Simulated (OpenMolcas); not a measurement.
W3+: moving or changing the point charges

W3+ among 6 point charges of -1.7 e arranged as an octahedron (Oh), 1.9 Å from the ion.
```
   1.9000    0.0000    0.0000  -1.70
   0.0000    1.9000    0.0000  -1.70
  -1.9000    0.0000    0.0000  -1.70
   0.0000   -1.9000    0.0000  -1.70
   0.0000    0.0000    1.9000  -1.70
   0.0000    0.0000   -1.9000  -1.70
```

```yaml
Program: OpenMolcas 26.06
Method: "SS-CASPT2, IPEA 0.25 Eh, imaginary shift 0.1 Eh (closed shells correlated: 4f 5s 5p)"
Basis: ANO-RCC-VDZP [7s6p4d2f1g]
Scalar_Hamiltonian: DKH2, point nucleus
Active_space: 3 electrons in 5 orbitals (5d)
State_averaging: 2S+1 = 4 even, 10 roots; 2S+1 = 2 even, 40 roots
Spin-orbit_coupling: RASSI with atomic mean-field integrals over the reference wave functions
```

Runs around this geometry, states (labels of O, the rotations of Oh). Energies in cm-1 above the lowest state or level, χT in cm3 K/mol; 10Dq and B are least-squares fits to the states below 45000 cm-1, weighted by degeneracy, with a free offset, and given where the rms deviation is under 5 % of |10Dq| (or 100 cm-1) and under 700 cm-1.

```tsv
R (Å)	q (e)	Ground state	First state of that spin	10Dq	B (rms of fit)	First gap with spin-orbit (degeneracies)	χT at 300 K	First state of another spin
1.9	-0.85	4A2	4T2 10020			8100 (4, 4)	0.599	2E 12320
1.9	-1.7	4A2	4T2 21380	21787	605 (267)	10800 (4, 4)	1.189	2E 11820
2.07	-1.7	4A2	4T2 14790			9990 (4, 4)	0.900	2E 12160
```

Taking the first state of the same spin as R^-n, n = -ln(14790 / 21380) / ln(2.07 / 1.9) = 4.3 between the shortest and longest distance.

Scaling the charges by -0.85 / -1.7 = 0.50 scales the first state of the same spin by 10020 / 21380 = 0.47; with fixed orbitals a first-order splitting would follow the charge.

Roots that are degenerate in the reference are averaged as groups; the widest CASPT2 spread within a group is 270 cm-1 (the 3-fold group of multiplicity 2 near 27100 cm-1 above the lowest state of its run, R = 2.07, q = -1.7). Shifts and gaps below about the spread of the groups concerned are not significant. Free-ion shares, where given, are those of the reference states; single-state CASPT2 does not remix them. This field is weak: 10Dq is about 10810 cm-1, while octahedral complexes of 5d ions of charge 3 and more, computed by the same method with explicit ligands, had a median near 35000 cm-1. Ground spin and moment need not be those of a real site (figures for R = 1.9, q = -0.85; the like holds for R = 2.07, q = -1.7). Point charges carry no covalency, so the field is a model and not that of real ligands. No measured value stands beside these numbers.
